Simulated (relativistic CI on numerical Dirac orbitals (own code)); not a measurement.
## Pt⁶⁺: 5p photoemission

Computed with this model: Dirac-Coulomb-Breit CI, KLI orbitals optimised for each configuration, QED by a radiative potential, valence Slater integrals scaled by 0.9, multiplet model of photoemission in the sudden approximation; configurations [Xe] 4f14 5d4 → [Kr] 4d10 4f14 5s2 5p5 5d4; 80 K; Lorentzian 1.05 eV and Gaussian 0.6 eV FWHM. Energies are those of the free ion, without screening or charge transfer. The energies are binding energies and can lie tens of eV above those of solids. S is read from ⟨S²⟩ = S(S + 1).

Field parameters in Wybourne normalisation: D3d B²₀ = −7Dσ, B⁴₀ = −14Dq − 21Dτ, B⁴₃ = −14√(10/7) Dq; Oh B⁴₀ = 21Dq, B⁴₄ = √(5/14) B⁴₀. The field is a parameter set, without covalency.

free ion: ground-state S = 1.64, centroid 150.39 eV. Peaks (eV, height): 141.4 (100), 144.0 (27), 149.0 (13), 151.4 (7), 168.8 (38).

Oh, 10Dq = 37200 cm⁻¹: ground-state S = 1.09, centroid 150.55 eV. Peaks (eV, height): 142.0 (100), 151.2 (8), 164.2 (30), 167.4 (9), 169.2 (10).

D3d, 10Dq = 31000, Dσ = 470, Dτ = 20 cm⁻¹: ground-state S = 1.15, centroid 150.52 eV. Peaks (eV, height): 142.0 (100), 150.6 (8), 152.2 (6), 164.0 (26), 167.0 (11), 168.6 (12).

Strongest unbroadened transitions for Oh, 10Dq = 37200 cm⁻¹:

```
Energy (eV)  Relative strength
     142.00              100.0
     143.31               12.4
     144.33                2.1
     145.07                3.2
     145.82                2.6
     146.65                1.6
     147.23                1.4
     150.77                1.9
     151.31                2.0
     153.37                1.5
     163.97                4.6
     164.12               21.2
     164.40                5.1
     166.59                1.4
     167.16                2.9
     167.72                3.6
     169.19                8.2
     173.48                1.8
```
